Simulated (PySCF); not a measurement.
Te(GeH3)(OSiH3) (GeH6OSiTe), SMILES [SiH3]O[Te][GeH3].

Geometry optimised at B3LYP-D3(BJ)/def2-SVP. The def2 effective core potentials stand for the cores of Te; spin–orbit coupling is left out. Other conformers were not sampled.

Two levels are set side by side: TDA-PBE/def2-SVPD (PySCF) and TDA-M06-2X/def2-SVPD (PySCF). Vertical, same geometry. The lowest singlet is HOMO→LUMO 99 % with PBE and HOMO→LUMO 97 % with the other functional; states are paired by order. Differences are taken from unrounded values.

| quantity | TDA-M06-2X |
|---|---|
| lowest singlet excitation (eV) | 2.74 |
| lowest triplet excitation (TDA) (eV) | 2.02 |
| first bright state (f over 0.05) (eV) | 5.73 |
| its oscillator strength | 0.05 |

### Question
What does TDA-PBE give, and how far is it from TDA-M06-2X? (The exact figures need the calculation; the answer reports its results.)

### Answer

```tsv
quantity	TDA-PBE	TDA-PBE minus TDA-M06-2X
lowest singlet excitation (eV)	2.52	-0.22
lowest triplet excitation (TDA) (eV)	1.82	-0.19
first bright state (f over 0.05) (eV)	5.25	-0.48
its oscillator strength	0.05	0.00
```

Functionals without exact exchange tend to place singlet excitations lower, as here. Differences between two approximate levels are no errors against the true value.

Rough cost on one machine, each run with all the roots and properties that it gave: TDA-M06-2X against TDA-PBE about 8 times.
